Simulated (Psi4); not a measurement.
Pair of molecules, SMILES N with SMILES FCF (the first has 4 atoms); geometry from B3LYP-D3(BJ)/def2-TZVP.
(charge 0, multiplicity 1):
```xyz
9

N     -0.009    -0.099    -0.119
H     -1.022    -0.082    -0.172
H      0.319     0.833    -0.349
H      0.321    -0.723    -0.846
F     -1.045    -0.469     3.610
C      0.277    -0.364     3.276
F      0.727     0.855     3.704
H      0.368    -0.413     2.190
H      0.828    -1.139     3.813
```

Computed with SAPT0/jun-cc-pV(D+d)Z (Psi4).

Give the four SAPT terms and the total, and say what mostly holds the pair together.

electrostatics -5.81, exchange 4.74, induction -1.25, dispersion -1.10, total -3.42 kcal/mol; the largest attraction is electrostatics.
